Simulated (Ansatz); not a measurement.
Cost and result for the atomization energy of `[OH][GeH2][SiH](O)Cl` (10 atoms, 9 bonds).

Z-matrix (Å, degrees):
```
Ge
Si 1 2.389
O 1 1.789 2 108.9
H 1 1.545 2 111.2 3 -120.5
H 1 1.533 2 112.1 3 114.9
Cl 2 2.061 1 109.8 3 -66.3
O 2 1.639 1 106.6 3 173.6
H 2 1.487 1 113.4 3 50.6
H 3 0.959 1 112.6 2 -71.3
H 7 0.959 2 118.7 1 177.2
```

Total charge 0; spin multiplicity 1. Correlated methods include outer-core shells of Ge, which these sets cover unevenly. Scalar relativity is left out up to krypton. All single points use the PBE0-D4/def2-TZVP geometry. It is one conformer, not always the lowest. Program: Ansatz. Hardware: A = 2 threads of an AMD EPYC 7R13 on a shared host; B = 2 threads of an AMD EPYC 7R13 on a shared host and a share of an NVIDIA H100 80 GB. Times are those of one run each, without the atoms' runs, and a repeat can differ threefold. Electronic energies, without spin–orbit coupling; frozen cores. CCSD(T)/CBS adds CCSD(T) − MP2 in def2-TZVPP to the MP2 limit, and its time is that of the two runs behind it. T1 = 0.012. With those shells the extrapolation isn't a true limit. B3LYP takes the VWN-RPA correlation (the form of Gaussian; ORCA's B3LYP/G).

CCSD(T)/CBS is a level of theory with its own doubt, some kJ/mol a heavy atom from the limit and from the frozen cores, so smaller differences don't rank the functionals.

```csv
level,functions,wall time,atomization (kJ/mol),difference from CCSD(T)/CBS,per bond
PBE-D4/def2-TZVPP (with forces) [A],264,4.4 s,3309.2,-5.8,-0.6
PBE0-D4/def2-TZVPP [A],264,6.5 s,3246.8,-68.2,-7.6
MP2/def2-QZVPP [B],493,7.5 s,3339.0,24.0,2.7
r2SCAN-D4/def2-TZVPP (with forces) [A],264,7.5 s,3299.4,-15.6,-1.7
CCSD(T)/def2-TZVPP [B],264,9 s,3215.0,-100.0,-11.1
B3LYP-D4/def2-TZVPP (with forces) [A],264,9.5 s,3258.0,-57.0,-6.3
B2PLYP/def2-TZVPP [A],264,11 s,3236.3,-78.7,-8.8
ωB97X-V/def2-TZVPP [A],264,14 s,3309.9,-5.1,-0.6
CCSD(T)/CBS(def2),–,17 s,3315.0,0.0,0.0
ωB97M-V/def2-TZVPP (with forces) [A],264,21 s,3288.6,-26.4,-2.9
```

The D4 term adds +39.8 kJ/mol with B3LYP and +21.0 kJ/mol with PBE0; it sums over pairs of atoms, weighted by their polarisabilities, and B3LYP, whose exchange is more repulsive, gets the larger term. In def2-TZVPP, CCSD(T) changes the Hartree–Fock value by +899.6 kJ/mol (the triples alone add +53.2 kJ/mol) and MP2 by +964.1 kJ/mol; breaking electron pairs costs correlation energy, which Hartree–Fock lacks. From PBE to PBE0 (25 % exact exchange), in def2-TZVPP and without D4, the atomization energy moves by −59.0 kJ/mol: exact exchange takes away binding that semilocal exchange gives to molecules.
